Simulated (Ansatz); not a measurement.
Stretching the Sn1–H2 bond in H2OSn (SMILES [OH][SnH]) (multiplicity 1 held, fragments rigid). Energies count from the point at 1.803 Å.
Geometry at that point (charge 0, multiplicity 1):
```csv
atom,x (Å),y (Å),z (Å)
Sn,-0.1839,-0.1503,0.1953
H,-1.4552,0.0147,-1.0721
O,1.2153,0.7994,-0.8693
H,0.9260,1.1031,-1.7363
```

Signs of static correlation in def2-TZVPP, with CASSCF(2,2), from Ansatz (a quantum-chemistry and plane-wave program) runs.

```tsv
R (Å)	T1 of restricted CCSD	⟨S²⟩ of UHF	largest double amplitude of restricted CCSD	weight of the CASSCF reference in MRCISD	CASSCF natural occupations
1.442	0.018	0.007	0.077	0.911	1.98 0.02
1.622	0.018	0.000	0.071	0.911	1.98 0.02
1.803	0.019	0.000	0.063	0.911	1.97 0.03
1.983	0.019	0.000	0.053	0.911	1.96 0.04
2.163	0.020	0.000	0.067	0.911	1.94 0.06
2.434	0.023	0.155	0.106	0.911	1.90 0.10
2.704	…	0.566	0.187	0.911	1.85 0.15
3.155	0.047	0.861	0.313	0.912	1.70 0.30
3.605	0.075	0.962	0.480	0.912	1.50 0.50
4.146	0.111	1.002	0.718	0.912	1.29 0.71
4.867	0.142	1.015	…	0.912	1.12 0.88
5.769	0.153	1.017	1.120	0.912	1.04 0.96
```

Complete the blanks.


- 2.704, T1 of restricted CCSD: 0.029
- 4.867, largest double amplitude of restricted CCSD: 0.976

Doubts at one or more of the structures used: a restricted determinant that unrestricted orbitals would lower (R-CCSD(T)/def2-TZVPP); other coupled-cluster roots lie near (R-CCSD(T)/def2-TZVPP); T1 above 0.05 (R-CCSD(T)/def2-TZVPP, U-CCSD(T)/def2-TZVPP); a spin-contaminated determinant (U-CCSD(T)/def2-TZVPP).
